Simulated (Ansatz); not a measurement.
Rb₄Br₃, relaxed as a doublet with UKS PBE-D4/def2-SVP in Ansatz, starting from the GFN2-xTB geometry. Force threshold 0.02 eV/Å.

In the def2 sets Rb takes a core potential; there is no spin–orbit coupling. Another isomer (doublet) lies 0.47 eV lower at PBE0-D4/def2-TZVP; other spin states weren't run for this one.

Start:

Cartesian coordinates in Å:
```
Rb -2.3478 -0.0258 -0.9452
Rb 2.6274 -3.1732 -1.8286
Rb -0.2545 3.0970 2.4690
Rb 1.7585 -0.1788 0.7301
Br -0.0255 2.4213 -0.6361
Br -0.3957 -2.2729 -2.0277
Br -1.3624 0.1323 2.2386
```

| step | energy (eV) | largest force component (eV/Å) | SCF passes |
| --- | --- | --- | --- |
| 1 | -212714.1030 | 0.268 | 18 |
| 2 | -212714.2384 | 0.163 | 17 |
| 3 | -212714.3351 | 0.144 | 21 |
| 4 | -212714.3853 | 0.090 | 19 |
| 5 | -212714.3995 | 0.030 | 19 |
| 6 (rejected) | -212714.3954 | 0.063 | 19 |
| 7 | -212714.4017 | 0.008 | 18 |
| 8 | -212714.4018 | 0.003 | 21 |

Force components are those of the run's own axes.

End:

```xyz
7

Rb   -2.197    0.155   -0.803
Rb    2.724   -3.763   -2.350
Rb   -0.789    3.312    2.422
Rb    1.534   -0.304    0.575
Br    0.112    2.619   -0.588
Br   -0.072   -2.156   -1.721
Br   -1.313    0.137    2.466
```

By distances, no bond broke or formed. The bond that changes most is Rb4–Br6, from 4.08 to 3.36 Å (atoms count from 1).

The force fell under the threshold at step 7, but the optimiser went on. No frequencies were taken in this run, so the end may be a saddle point.

Hardware: 4 threads of Arm Neoverse V2 on a shared host. Wall time 53 s.
